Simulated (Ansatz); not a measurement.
A run for Ansatz (a first-principles code): R-BLYP/def2-TZVPP on H3NPbS (SMILES [NH2][Pb][SH]), a point of a torsion scan. Elements past Kr take the def2 small-core potentials; no spin–orbit coupling.

Ansatz 0.2 input:
```yaml
crystal:
  periodic: [false, false, false]
  atoms:
    - {symbol: N, position_ang: [-1.28143025, 0.03843397, 0.09965930]}
    - {symbol: Pb, position_ang: [0.06822848, -1.37051245, 0.93156595]}
    - {symbol: S, position_ang: [2.12592256, -0.41041364, -0.26034233]}
    - {symbol: H, position_ang: [-2.26623911, 0.13297509, 0.28998458]}
    - {symbol: H, position_ang: [-1.02803658, 0.78638794, -0.52510967]}
    - {symbol: H, position_ang: [2.44749814, -1.51112631, -0.92382701]}
basis:
  gaussian:
    orbitals: def2-TZVPP
hamiltonian:
  xc: {name: BLYP}
scf: {lower_state_search: off}
```

The head of its log:

```
WARN ansatz: RAYON_NUM_THREADS=1 ignored (pool sized by the plan → 1); use --threads N
Functional definition: BLYP
these checks for a lower state are left out or cut short: stability, starts, cluster_reference, orbital_swaps, neighbouring_geometries, increment
integrals: 0.08 GiB planned
998 factors; their error is unknown
mean field: 0.53 GiB planned
mean field evaluation 1: about -17608.3505 eV, gradient 8.6e1 eV
mean field evaluation 2: about -17509.1236 eV, gradient 1.7e2 eV
```

Problem. What total energy does the run end on?

Solution. -647.6648 hartree.
